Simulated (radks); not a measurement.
Species: Kr+. Configuration: [Ar] 3d10 4s2 4p5.

Calculated with a radial shooting solver on a logarithmic mesh with Libxc functionals: scalar-relativistic Kohn-Sham, LDA (Slater exchange, Perdew-Wang correlation), spin-polarised, spherical densities, finite nucleus; open shells are filled with parallel spins first; Fermi nuclear charge, rms radius 4.1884 fm.

Energy parts (eV):
part                       energy
total                  -75818.969
kinetic                 77527.010
electron-nucleus      -182569.156
Hartree                 31744.024
exchange-correlation    -2520.847

Orbitals (lengths in bohr, moments of r in powers of bohr; <r^-3> diverges for s and p1/2):
orbital,occ.,eigenvalue (eV),<r^-3>,<r>,<r^4>,<r^2>
1s up,1,-14147.54,-,0.04154,0.00001392,0.002324
1s down,1,-14147.45,-,0.04154,0.00001392,0.002324
2s up,1,-1873.816,-,0.1838,0.002738,0.03982
2s down,1,-1873.759,-,0.1838,0.002738,0.03982
2p up,3,-1659.770,1493,0.1602,0.001976,0.03142
2p down,3,-1659.690,1493,0.1602,0.001976,0.03142
3s up,1,-275.0037,-,0.5314,0.1671,0.3248
3s down,1,-274.8925,-,0.5313,0.1669,0.3246
3p up,3,-206.8554,222.1,0.5414,0.1986,0.3431
3p down,3,-206.7304,222.2,0.5412,0.1981,0.3429
3d up,5,-93.6521,26.95,0.5562,0.3097,0.3814
3d down,5,-93.5004,26.99,0.5555,0.3071,0.3802
4s up,1,-34.5250,-,1.533,11.36,2.683
4s down,1,-33.7339,-,1.535,11.50,2.693
4p up,3,-20.0482,20.76,1.821,24.73,3.839
4p down,2,-19.2994,20.57,1.833,25.72,3.897

The highest occupied level is 4p down at -19.299 eV. The electron density at the nucleus is 4.99e+04 e/bohr^3 (large components only). Summed over all electrons, <r^2> = 31.48 bohr^2, which gives a Langevin (diamagnetic) susceptibility term of -24.9 x 10^-6 cm^3/mol.
